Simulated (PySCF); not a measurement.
Electric properties by functional and basis

Compound: C2H7NOSi.
Structure used (PBE0-D3(BJ)/def2-SVP), in Å, numbered top down from 1:
```
atom  x, y, z in Å
C1     2.006    0.261    0.271
C2     0.511    0.360    0.448
O3    -0.017    1.072    1.282
N4    -0.267   -0.393   -0.388
Si5   -2.022   -0.258   -0.188
H6     2.298    0.628   -0.725
H7     2.498    0.867    1.040
H8     2.341   -0.784    0.355
H9     0.178   -0.983   -1.081
H10   -2.455   -0.719    1.159
H11   -2.571   -1.179   -1.229
H12   -2.496    1.127   -0.452
```

PySCF, dipoles from the SCF density, polarisabilities from static response with core orbitals frozen. One conformer (not necessarily the lowest) at the PBE0-D3(BJ)/def2-SVP geometry, without solvent, vibrations or thermal averaging.

**Question.** Compare the levels for these properties.

**Answer.** 

| level | μ (D) | α (au) | anisotropy (au) |
| --- | --- | --- | --- |
| LDA/def2-SVPD | 3.502 | 68.21 | 24.93 |
| PBE/def2-SVPD | 3.434 | 67.01 | 24.66 |
| B3LYP/def2-SVPD | 3.553 | 64.24 | 21.39 |
| PBE0/def2-SVPD | 3.563 | 63.74 | 21.34 |
| BHandHLYP/def2-SVPD | 3.695 | 61.21 | 18.56 |
| CAM-B3LYP/def2-SVPD | 3.618 | 63.11 | 19.85 |
| wB97X-D/def2-SVPD | 3.606 | 63.13 | 19.97 |
| LC-wPBE/def2-SVPD | 3.627 | 61.76 | 19.07 |
| HF/def2-SVPD | 3.901 | 57.99 | 15.45 |
| PBE0/6-31G* | 3.502 | 50.66 | 18.68 |
| PBE0/6-31+G* | 3.621 | 57.83 | 17.73 |
| PBE0/def2-SVP | 3.507 | 53.78 | 18.25 |
| PBE0/aug-cc-pVDZ | 3.497 | 65.08 | 21.92 |
| PBE0/def2-TZVP | 3.550 | 60.59 | 20.69 |
| PBE0/def2-TZVPD | 3.512 | 64.68 | 21.80 |

The anisotropy is √(½[(α1 − α2)² + (α2 − α3)² + (α3 − α1)²]). The dipole runs from 3.43 D (PBE/def2-SVPD) to 3.90 D (HF/def2-SVPD). No reference polarisability is at hand; against PBE0 in the largest diffuse basis at hand (def2-TZVPD) the other PBE0 rows deviate by 6-31G* -22%, 6-31+G* -11%, def2-SVP -17%, def2-SVPD -1%, aug-cc-pVDZ +1%, def2-TZVP -6%. In one basis (def2-SVPD) the functionals order the polarisability from HF (lowest) to LDA (highest), a spread of 18%. With PBE0 the polarisability is 55.01 au without diffuse functions (mean of 6-31G*, def2-SVP and def2-TZVP) and 62.83 au with them (mean of 6-31+G*, def2-SVPD, aug-cc-pVDZ and def2-TZVPD).
